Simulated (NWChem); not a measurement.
All runs are NWChem calculations. System: Cl2Te, charge 0, spin multiplicity 1, at a geometry optimised with PBE0/def2-SVP with def2 effective core potentials on Te. The structure started from a generated list of species. Level: TD-LDA (SVWN5)/def2-SVPD with def2 effective core potentials on Te.

Input file:

```
start mol
memory heap 200 mb stack 900 mb global 1100 mb
geometry units angstroms nocenter noautoz
  Te     0.000000     0.000000    -0.598547
  Cl     1.810076     0.000000     0.915425
  Cl    -1.810076     0.000000     0.915425
  symmetry group C2v
end
basis spherical
  * library def2-svpd
end
ecp
  Te library def2-ecp
end
dft
  xc slater vwn_5
  semidirect memsize 60000000 filesize 0
  iterations 100
end
tddft
  rpa
  nroots 6
  notriplet
  thresh 1e-4
end
task tddft energy
```

NWChem printed:

```
             Northwest Computational Chemistry Package (NWChem) 7.3.0
             --------------------------------------------------------

                                NWChem Input Module
                                -------------------

 Scaling coordinates for geometry "geometry" by  1.889725989
 (inverse scale =  0.529177249)

 Turning off AUTOSYM since
 SYMMETRY directive was detected!

                             Geometry "geometry" -> ""
                             -------------------------

 Output coordinates in angstroms (scale by  1.889725989 to convert to a.u.)

  No.       Tag          Charge          X              Y              Z
 ---- ---------------- ---------- -------------- -------------- --------------
    1 Te                  52.0000     0.00000000     0.00000000    -0.59854700
    2 Cl                  17.0000     1.81007600     0.00000000     0.91542500
    3 Cl                  17.0000    -1.81007600     0.00000000     0.91542500

 Effective nuclear repulsion energy (a.u.)     438.7188186758

            Nuclear Dipole moment (a.u.)
            ----------------------------
        X                 Y               Z
 ---------------- ---------------- ----------------
     0.0000000000     0.0000000000     0.0000113384

      Symmetry information
      --------------------

 Group name             C2v
 Group number             16
 Group order               4
 No. of unique centers     2

      Symmetry unique atoms

     1    2


 Summary of "ao basis" -> "" (spherical)
 ------------------------------------------------------------------------------
       Tag                 Description            Shells   Functions and Types
 ---------------- ------------------------------  ------  ---------------------
 *                         def2-svpd                  on all atoms

                                 NWChem DFT Module
                                 -----------------

 Summary of "ao basis" -> "ao basis" (spherical)
 ------------------------------------------------------------------------------
       Tag                 Description            Shells   Functions and Types
[...]
            d_CD1 =   0.9517 Angstrom
            d_CD2 =  -1.1530 Angstrom
            d_CD3 =   4.1124 Angstrom
     Pearson C.C. =  -0.0368

     Occ.   25  b2  ---  Virt.   31  b1   0.11258 X
     Occ.   27  a2  ---  Virt.   30  a1  -0.99311 X
  ----------------------------------------------------------------------------
  Root   4 singlet a1             0.164883913 a.u.                4.4867 eV
  ----------------------------------------------------------------------------
     Transition Moments    X  0.00000   Y  0.00000   Z -0.14895
     Transition Moments   XX  0.61288  XY  0.00000  XZ -0.00000
     Transition Moments   YY  0.12247  YZ  0.00000  ZZ -0.54326
     Dipole Oscillator Strength                    0.0024388945
     Electric Quadrupole                           0.0000000080
     Magnetic Dipole                               0.0000000000
     Total Oscillator Strength                     0.0024389025

          sigma_e =   2.0548 Angstrom
          sigma_h =   2.1289 Angstrom
         |d_h->e| =   1.1438 Angstrom
            d_exc =   3.2639 Angstrom
            d_CD1 =   1.2179 Angstrom
            d_CD2 =  -0.9480 Angstrom
            d_CD3 =   4.4078 Angstrom
     Pearson C.C. =  -0.0675

     Occ.   26  a1  ---  Virt.   30  a1  -0.30418 X
     Occ.   28  b1  ---  Virt.   31  b1  -0.95160 X
  ----------------------------------------------------------------------------
  Root   5 singlet b2             0.164934191 a.u.                4.4881 eV
  ----------------------------------------------------------------------------
     Transition Moments    X -0.00000   Y -0.14935   Z -0.00000
     Transition Moments   XX  0.00000  XY -0.00000  XZ -0.00000
     Transition Moments   YY  0.00000  YZ -0.18542  ZZ -0.00000
     Dipole Oscillator Strength                    0.0024525610
     Electric Quadrupole                           0.0000000008
     Magnetic Dipole                               0.0000000501
     Total Oscillator Strength                     0.0024526120

          sigma_e =   2.0489 Angstrom
          sigma_h =   2.0953 Angstrom
         |d_h->e| =   1.1768 Angstrom
            d_exc =   3.2221 Angstrom
            d_CD1 =   1.2232 Angstrom
            d_CD2 =  -0.8953 Angstrom
            d_CD3 =   4.3989 Angstrom
     Pearson C.C. =  -0.0476

     Occ.   25  b2  ---  Virt.   30  a1  -0.15008 X
     Occ.   27  a2  ---  Virt.   31  b1   0.98817 X
  ----------------------------------------------------------------------------
  Root   6 singlet b1             0.168462569 a.u.                4.5841 eV
  ----------------------------------------------------------------------------
     Transition Moments    X  0.33585   Y -0.00000   Z -0.00000
     Transition Moments   XX -0.00000  XY  0.00000  XZ  0.83435
     Transition Moments   YY -0.00000  YZ  0.00000  ZZ -0.00000
     Dipole Oscillator Strength                    0.0126679031
     Electric Quadrupole                           0.0000000177
     Magnetic Dipole                               0.0000000946
     Total Oscillator Strength                     0.0126680154

          sigma_e =   2.1205 Angstrom
          sigma_h =   2.1229 Angstrom
         |d_h->e| =   0.9807 Angstrom
            d_exc =   3.0700 Angstrom
            d_CD1 =   0.9830 Angstrom
            d_CD2 =  -1.1410 Angstrom
            d_CD3 =   4.0507 Angstrom
     Pearson C.C. =   0.0599

     Occ.   23  b1  ---  Virt.   30  a1  -0.05466 X
     Occ.   26  a1  ---  Virt.   31  b1   0.38211 X
     Occ.   28  b1  ---  Virt.   30  a1  -0.92153 X

              Target root =      1
          Target symmetry = none
      Ground state energy =  -1184.827714439412
        Excitation energy =      0.073594949431
     Excited state energy =  -1184.754119489980

  stored tddft:energy   -1184.7541194899804

 Task  times  cpu:       50.4s     wall:       50.4s

 Total times  cpu:       50.4s     wall:       50.4s
```
